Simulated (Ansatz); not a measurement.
Consider the redistribution: `C#C[SiH2]CCl` + `[NH2][AlH][OH]` → `O[SiH2]CCl` + `C#[C][AlH][NH2]`.

Calculated with Ansatz (gas phase, PBE0-D4/def2-TZVP geometries, no zero-point term in ΔE). CCSD(T)/CBS is the MP2 limit (def2-TZVPP, def2-QZVPP) plus CCSD(T) − MP2 in def2-TZVPP, frozen cores. This one scheme is used for every species. Functionals use def2-TZVPP. B3LYP here is the variant with VWN-RPA as its local correlation; programs differ in this. One conformer a species, not always the lowest.

| level | ΔE (kJ/mol) | difference from CCSD(T)/CBS |
| --- | --- | --- |
| PBE-D4 | 15.5 | 2.8 |
| r2SCAN-D4 | 12.4 | -0.3 |
| PBE0-D4 | 13.3 | 0.6 |
| B3LYP-D4 | 13.8 | 1.1 |
| ωB97X-V | 11.2 | -1.5 |
| ωB97M-V | 10.5 | -2.2 |
| B2PLYP | 13.0 | 0.3 |
| PBE | 14.6 | 1.9 |
| r2SCAN | 12.0 | -0.7 |
| PBE0 | 12.4 | -0.3 |
| B3LYP | 12.5 | -0.2 |
| HF/def2-TZVPP | 3.5 | -9.2 |
| MP2/def2-TZVPP | 15.4 | 2.7 |
| SCS-MP2/def2-TZVPP | 13.8 | 1.1 |
| CCSD/def2-TZVPP | 11.5 | -1.2 |
| CCSD(T)/def2-TZVPP | 11.9 | -0.8 |
| HF/def2-QZVPP | 3.9 | -8.8 |
| MP2/def2-QZVPP | 16.0 | 3.3 |
| SCS-MP2/def2-QZVPP | 14.4 | 1.7 |
| HF/CBS(def2) | 4.0 | -8.7 |
| MP2/CBS(def2) | 16.2 | 3.5 |
| CCSD/CBS(def2) | 12.2 | -0.5 |
| CCSD(T)/CBS | 12.7 | 0 |

Largest T1 diagnostic among the species: 0.013.

In def2-TZVPP, CCSD(T) changes the Hartree–Fock value by +8.4 kJ/mol (the triples alone add +0.5 kJ/mol) and MP2 by +11.9 kJ/mol.
